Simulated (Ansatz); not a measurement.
`CCB(N)F` + H₂ → `CB(N)F` + CH₄ at 400 K and 1 bar (hydrogenolysis of a C–C bond).

Gas-phase electronic energies from Ansatz, PBE0-D4/def2-TZVP geometries. CCSD(T)/CBS is the MP2 limit (def2-TZVPP, def2-QZVPP) plus CCSD(T) − MP2 in def2-TZVPP, frozen cores. This one scheme is used for every species. One conformer a species, not always the lowest.

```tsv
species	CCSD(T)/CBS energy (Eh)	H − E (kJ/mol)	S (J/(mol·K))
`CCB(N)F`	-259.73302	293.3	362.7
H₂	-1.17544	38.0	139.0
`CB(N)F`	-220.47660	211.4	322.7
CH₄	-40.46206	131.3	197.2
```

H − E and S are ideal-gas, rigid-rotor, harmonic terms from PBE0-D4/def2-TZVP, for one conformer and one mirror image of each species. For small species the MP2-based limit differs from directly extrapolated CCSD(T) by up to some mEh (0.8 for H₂); such offsets cancel only in part. 1 Eh = 2625.50 kJ/mol, R = 8.31446 J/(mol·K).

Question: By hand: ΔE, ΔH, ΔS and ΔG.

Answer: ΔE = (-220.47660) + (-40.46206) − (-259.73302) − (-1.17544) = -0.03020 Eh = -79.3 kJ/mol. Δ(H − E) = 211.4 + 131.3 − 293.3 − 38.0 = 11.4, so ΔH = -67.9 kJ/mol. ΔS = 322.7 + 197.2 − 362.7 − 139.0 = 18.2 J/(mol·K). ΔG = -67.9 − 400 × (18.2)/1000 = -75.2 kJ/mol.

Question: By hand: the equilibrium constant, and the temperature at which ΔG would vanish if ΔH and ΔS stayed fixed.

Answer: log₁₀ K = −ΔG/(RT ln 10) = 9.8. ΔH and −TΔS have one sign here, so there is no such temperature.

ΔH outweighs TΔS. A doubt of 5 kJ/mol in ΔE shifts log₁₀ K by 0.7 here. Other conformers and mirror images would add mixing entropy, several J/(mol·K) or more a flexible species. Modes under 60 cm⁻¹, often nearly free rotors, make the harmonic entropy too high. These are equilibria of isolated gas molecules and say nothing of rates. Largest T1 diagnostic: 0.011 (customary marks: 0.02 for closed shells, 0.045 for open ones).
